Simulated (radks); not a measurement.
The numbers below are computed, except where a source is named.
Initial-state core-level shifts of the scandium ion Sc+ when its valence configuration changes from [Ar] 3d1 4s1. Code: a radial shooting solver on a logarithmic mesh with Libxc functionals. Model: Dirac Kohn-Sham, BLYP, spin-unpolarised, spherical densities, finite nucleus; open shells are shared between the two j in proportion to 2j + 1; Fermi nuclear charge, rms radius 3.5459 fm. Shifts are changes of the shell-averaged eigenvalues in eV (positive: less bound); the change of the density at the nucleus, which sets a Mossbauer isomer shift, is in e/bohr^3, on a base of 7263.

| valence | 1s | 2s | 3s | 3p | density at nucleus |
|---|---|---|---|---|---|
| 4s1 4p1 | -6.825 | -7.823 | -6.624 | -6.333 | +2.2971 |
| 3d1 4s0.5 4p0.5 | -0.612 | -0.601 | -0.600 | -0.594 | -1.8067 |
| 3d2 | +3.896 | +4.578 | +4.037 | +3.846 | -4.4944 |
| 3d1.5 4p0.5 | +1.577 | +1.973 | +1.632 | +1.530 | -4.1738 |
| 4s2 | -5.614 | -6.607 | -5.451 | -5.177 | +6.4756 |
| 3d1 4p1 | -1.211 | -1.190 | -1.187 | -1.174 | -3.6946 |
| 3d0.5 4s1.5 | -2.607 | -3.064 | -2.576 | -2.448 | +2.9554 |
| 3d0.5 4s0.5 4p1 | -3.828 | -4.278 | -3.766 | -3.623 | -0.9587 |
| 4s0.5 4p1.5 | -7.409 | -8.410 | -7.190 | -6.889 | +0.0809 |
